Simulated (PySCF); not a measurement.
## Bonding in `C=COC(=C)S(=O)(=O)O`

Species: C4H6O4S.
SMILES with atom numbers: `[CH2:1]=[CH:2][O:3][C:4](=[CH2:5])[S:6](=[O:7])(=[O:8])[OH:9]` (hydrogens: H10, H11 on C1; H12 on C2; H13, H14 on C5; H15 on O9)

Geometry (GFN2-xTB, Å), atoms numbered from 1 in this order:
```
atom  x, y, z in Å
C1     2.1723   -0.2310   -0.0390
C2     1.5981    0.1867    1.0737
O3     0.3912    0.8340    1.1655
C4    -0.4673    0.7247    0.1422
C5    -1.2019    1.6847   -0.3806
S6    -0.7393   -0.9704   -0.4576
O7    -0.2498   -1.9397    0.4749
O8    -0.3910   -1.0673   -1.8361
O9    -2.3553   -1.0221   -0.3624
H10    1.7088   -0.1313   -1.0049
H11    3.1292   -0.7152   -0.0001
H12    2.0466    0.1101    2.0528
H13   -1.1144    2.7110   -0.0672
H14   -1.9172    1.4345   -1.1400
H15   -2.6145   -1.6009    0.3569
```

Bond orders from the PBE0/pcSseg-1 density (PySCF). Geometry: GFN2-xTB, one conformer, isolated molecule.

Question: Where do the orders between heavy atoms depart from those drawn in the SMILES?

Answer: The largest departure is 0.232, at S6–O7 (drawn double, 1.768). Drawn single, order below 0.88: C4–S6 (0.846).

Question: Give the Mayer order of every bond between heavy atoms, beside its length.

Answer: 
```csv
bond,drawn as,length (Å),Mayer order
C1–C2,double,1.320,1.917
C2–O3,single,1.373,0.958
O3–C4,single,1.340,0.983
C4–C5,double,1.317,1.887
C4–S6,single,1.819,0.846
S6–O7,double,1.431,1.768
S6–O8,double,1.425,1.796
S6–O9,single,1.620,0.939
```

By pair of heavy elements: C–C: lowest C4–C5 (1.887, 1.317 Å), highest C1–C2 (1.917, 1.320 Å). C–O: lowest C2–O3 (0.958, 1.373 Å), highest O3–C4 (0.983, 1.340 Å). O–S: lowest S6–O9 (0.939, 1.620 Å), highest S6–O8 (1.796, 1.425 Å).

Question: And the bonds to hydrogen?

Answer: C–H: 0.92 to 0.97 (5 bonds); H–O: 0.92 (1 bond).

Question: Sum the orders of all bonds at each heavy atom with more than one neighbour and set the sums beside the valence in the SMILES.

Answer: C1 3.792 (drawn 4), C2 3.847 (drawn 4), O3 1.941 (drawn 2), C4 3.716 (drawn 4), C5 3.756 (drawn 4), S6 5.349 (drawn 6), O9 1.862 (drawn 2). Orders between atoms that aren't bonded are not in these sums.

For a closed shell the Mayer order of atoms A and B is Σ (PS)μν (PS)νμ over the basis functions μ on A and ν on B, with P the density and S the overlap matrix.
